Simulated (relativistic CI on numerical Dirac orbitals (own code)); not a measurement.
# V5+ in a cubic cluster: L2,3 absorption with charge transfer

Computed with a charge-transfer multiplet model of a cubic metal-ligand cluster with up to 2 ligand holes, Slater and spin-orbit integrals from Dirac-Coulomb-Breit ions, Slater integrals scaled by 0.9. The ground state mixes d0 with configurations of k ligand holes L, whose averages lie at kΔ + k(k − 1)U_dd/2; a core hole lowers each added d electron by U_cd. 20 K, Lorentzian 0.4 eV and Gaussian 0.3 eV FWHM.

Atomic integrals in eV (Slater integrals scaled, ζ unscaled), ground: F2dd 9.064, F4dd 5.680, zeta_d 0.024; with the core hole: F2dd 9.064, F4dd 5.680, zeta_d 0.047, zeta_core 4.606, F2cd 6.737, G1cd 5.189, G3cd 2.951. Where a configuration has fewer than two d electrons, the dd integrals are those of d2.

Cluster parameters (eV): U_dd = 4.8, U_cd = 5.9, 10Dq = 1.95, 10Dq(ligand) = 0.2, V(eg) = 2.7, V(t2g) = -1.48, final-state hopping factor = 0.9.

| Case | n_d | d0 | d1L | d2L2 | S |
| --- | --- | --- | --- | --- | --- |
| Δ = -0.6 eV | 0.99 | 0.23 | 0.55 | 0.22 | 0.00 |
| Δ = 0.4 eV | 0.90 | 0.28 | 0.54 | 0.18 | 0.00 |
| Δ = 2.4 eV | 0.74 | 0.38 | 0.49 | 0.12 | 0.00 |

Weights, n_d and S are thermal averages at 20 K. Photon energies count from the first peak over 30 % of the highest in each spectrum, which can be another peak from case to case. The parameters are a model scan and need not match a compound or its usual spin state. Peaks in eV (height, largest 100):
- Δ = -0.6 eV: -2.8 (27), 0.0 (61), 2.0 (25), 2.8 (17), 4.7 (39), 5.4 (30), 7.2 (100)
- Δ = 0.4 eV: -2.9 (26), 0.0 (60), 2.2 (21), 3.0 (15), 4.7 (33), 5.5 (30), 7.1 (100)
- Δ = 2.4 eV: -2.9 (28), 0.0 (59), 2.7 (19), 3.7 (29), 5.1 (27), 6.9 (100), 10.0 (7)

Curve for Δ = -0.6 eV (points under 2 left out, the grid thinned):

| E (eV) | Intensity |
| --- | --- |
| -4.9 | 2.1 |
| -4.2 | 2.6 |
| -3.8 | 2.7 |
| -3.4 | 4.4 |
| -3.0 | 17.9 |
| -2.6 | 21.2 |
| -2.2 | 7.7 |
| -1.8 | 4.3 |
| -1.5 | 4.3 |
| -1.1 | 7.0 |
| -0.7 | 14.2 |
| -0.3 | 40.1 |
| 0.1 | 58.6 |
| 0.5 | 28.0 |
| 0.9 | 16.4 |
| 1.3 | 14.6 |
| 1.7 | 19.6 |
| 2.1 | 24.6 |
| 2.5 | 17.6 |
| 2.9 | 16.3 |
| 3.3 | 11.7 |
| 3.7 | 15.5 |
| 4.0 | 20.5 |
| 4.4 | 31.5 |
| 4.8 | 36.0 |
| 5.2 | 29.3 |
| 5.6 | 27.7 |
| 6.0 | 26.6 |
| 6.4 | 38.5 |
| 6.8 | 66.7 |
| 7.2 | 100.0 |
| 7.6 | 65.5 |
| 8.0 | 38.4 |
| 8.4 | 31.5 |
| 8.8 | 21.9 |
| 9.2 | 13.7 |
| 9.6 | 9.7 |
| 9.9 | 7.3 |
| 10.3 | 6.0 |
| 10.7 | 5.2 |
| 11.1 | 4.6 |
| 11.5 | 3.7 |
| 11.9 | 2.9 |
| 12.3 | 2.5 |
| 12.7 | 2.2 |

A d0 ion has no d-d gap: its lowest excitations are ligand-to-metal charge transfer. With the core hole the configuration with one ligand hole lies at Δ + U_dd − U_cd = -1.7, -0.7, 1.3 eV from the one without, in the order of the table; where this is negative the screened configuration lies lower, though the effective hopping of about 5.5 eV (from the holes of the mixed ground state) mixes the two strongly wherever it is as large as the gap.

With at most 2 ligand holes the space is cut while the next configuration still counts, so covalency is underestimated, and a final configuration with one more ligand hole, which can lie low, is missing from the spectra.
